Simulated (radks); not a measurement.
Values are calculated unless marked as measured or tabulated.
Species: Cu IV. Configuration: [Ar] 3d7 7p1 (not the ground configuration).

Code: a radial shooting solver on a logarithmic mesh with Libxc functionals. Model: non-relativistic Kohn-Sham, LDA (Slater exchange, Perdew-Wang correlation), spin-polarised, spherical densities, point nucleus; open shells are filled with parallel spins first.

Energy parts (eV):
total: -44446.027
kinetic: 44401.058
electron-nucleus: -104797.734
Hartree: 17646.709
exchange-correlation: -1696.060

Orbitals (lengths in bohr, moments of r in powers of bohr; r(90%) holds 90 % of the orbital's charge):
1s up: occ. 1; eigenvalue (eV) -8797.077; r(90%) 0.0943; <r> 0.05299
1s down: occ. 1; eigenvalue (eV) -8797.040; r(90%) 0.0943; <r> 0.05298
2s up: occ. 1; eigenvalue (eV) -1108.326; r(90%) 0.370; <r> 0.2393
2s down: occ. 1; eigenvalue (eV) -1106.036; r(90%) 0.369; <r> 0.2390
2p up: occ. 3; eigenvalue (eV) -981.1099; r(90%) 0.340; <r> 0.2082
2p down: occ. 3; eigenvalue (eV) -979.3716; r(90%) 0.340; <r> 0.2079
3s up: occ. 1; eigenvalue (eV) -178.0463; r(90%) 1.06; <r> 0.7089
3s down: occ. 1; eigenvalue (eV) -174.2187; r(90%) 1.06; <r> 0.7115
3p up: occ. 3; eigenvalue (eV) -138.1138; r(90%) 1.12; <r> 0.7289
3p down: occ. 3; eigenvalue (eV) -134.3485; r(90%) 1.12; <r> 0.7328
3d up: occ. 5; eigenvalue (eV) -70.1299; r(90%) 1.32; <r> 0.7964
3d down: occ. 2; eigenvalue (eV) -66.4533; r(90%) 1.35; <r> 0.8107
7p up: occ. 1; eigenvalue (eV) -6.5501; r(90%) 15.3; <r> 11.27
7p down: occ. 0; eigenvalue (eV) -6.2342; r(90%) 15.6; <r> 11.46

The highest occupied level is 7p up at -6.550 eV. The spin density at the nucleus is -0.744 e/bohr^3 (1s -0.094, 2s -1.736, 3s 1.086), a Fermi contact field of -39 T. The electron density at the nucleus is 1.657e+04 e/bohr^3. Virial ratio -V/T = 2.00101.
